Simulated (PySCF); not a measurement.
UHF on Si⁻ (silicon, charge -1)

Configuration: [Ne] 3s2 3p3, high-spin 4S determinant. All numbers are calculated (PySCF 2.14, the spin-free X2C one-electron Hamiltonian (Gaussian nucleus), in aug-cc-pVTZ-DK).

* Total energy: -289.490305 hartree
* One-electron energy: -404.9153 hartree
* Hartree (Coulomb) energy: 135.9463 hartree
* Exchange energy: -20.5213 hartree
* ⟨S²⟩: 3.7509
* ⟨L²⟩: 0.000
* Sum of ⟨r⟩: 18.89 bohr
* Sum of ⟨r²⟩: 54.79 bohr²
* Langevin diamagnetic susceptibility: -43.4 ×10⁻⁶ cm³/mol

```json
{"shell": "1s α", "electrons": "1", "mean orbital energy (eV)": "-1870.0", "rms radius, mean of both spins (bohr)": "0.129"}
{"shell": "1s β", "electrons": "1", "mean orbital energy (eV)": "-1869.8", "rms radius, mean of both spins (bohr)": "0.129"}
{"shell": "2s α", "electrons": "1", "mean orbital energy (eV)": "-161.36", "rms radius, mean of both spins (bohr)": "0.612"}
{"shell": "2s β", "electrons": "1", "mean orbital energy (eV)": "-161.06", "rms radius, mean of both spins (bohr)": "0.612"}
{"shell": "2p α", "electrons": "3", "mean orbital energy (eV)": "-109.09", "rms radius, mean of both spins (bohr)": "0.599"}
{"shell": "2p β", "electrons": "3", "mean orbital energy (eV)": "-108.48", "rms radius, mean of both spins (bohr)": "0.599"}
{"shell": "3s α", "electrons": "1", "mean orbital energy (eV)": "-10.949", "rms radius, mean of both spins (bohr)": "2.51"}
{"shell": "3s β", "electrons": "1", "mean orbital energy (eV)": "-5.627", "rms radius, mean of both spins (bohr)": "2.51"}
{"shell": "3p α", "electrons": "3", "mean orbital energy (eV)": "-1.678", "rms radius, mean of both spins (bohr)": "3.62"}
```

Densities and radii are taken from the X2C orbitals without a picture-change correction, which distorts them close to the nucleus.

Spin-orbit constants ζ (cm⁻¹) from the X2C one-electron operator on these orbitals: bare nucleus, nucleus screened by l(l+1)(2l+1)/3 electrons, and screened by the Breit-Pauli mean field of the electrons.

```csv
shell,bare,screened nucleus,mean field
2p,3870,3317,3066
3p,123.6,105.9,95.30
```
